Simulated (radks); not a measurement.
All-electron atom: Zr27+ in [Ne] 3s2 3p1.

Calculated with a radial shooting solver on a logarithmic mesh with Libxc functionals: scalar-relativistic Kohn-Sham, PBE, spin-unpolarised, spherical densities, point nucleus.

Energy parts (eV):
part                       energy
total                  -83918.119
kinetic                 86658.348
electron-nucleus      -182041.308
Hartree                 13431.743
exchange-correlation    -1966.902

Orbitals (lengths in bohr, moments of r in powers of bohr; <r^-3> diverges for s and p1/2):
orbital  occ.  eigenvalue (eV)  <r^-3>      <r>
1s          2        -19168.79       -  0.03705
2s          2        -3750.732       -   0.1601
2p          6        -3496.641    2218   0.1392
3s          2        -1441.817       -   0.3944
3p          1        -1360.998   531.7   0.3828

The highest occupied level is 3p at -1361.0 eV. The density falls to 0.001 e/bohr^3 at r = 1.01 bohr.
